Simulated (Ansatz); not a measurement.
CH$_{5}$AlOSi at its PBE0-D4/def2-TZVP geometry, where that method's forces vanish. The species carries charge 0 and has multiplicity 1. The bonds changed during the relaxation, so this is another structure than the one it started from.

```xyz
9

O     0.0133    1.0308    1.0099
C    -0.6362    0.3876   -0.2405
Al    0.1180   -0.9246    1.0020
Si    0.8239   -0.3923   -1.1505
H    -0.7068    1.3475    1.5687
H    -1.4454    1.0164   -0.5959
H    -0.2897   -1.6237    2.3574
H     1.9117    0.4279   -1.7670
H     0.2112   -1.2696   -2.1839
```

Q: What forces (eV/Å) does B3LYP-D4/def2-TZVPP give on these atoms in the Gaussian-basis code of Ansatz? (Estimate.)

A: Computed: 
```
O1   0.077  0.208  0.328
C2  -0.251 -0.081 -0.351
Al3 -0.005 -0.155  0.172
Si4  0.075 -0.054 -0.187
H5   0.030  0.058  0.025
H6   0.061 -0.037  0.031
H7   0.025  0.040 -0.087
H8  -0.059 -0.038  0.027
H9   0.048  0.060  0.043
```

B3LYP here is the variant with VWN-RPA as its local correlation; programs differ in this.
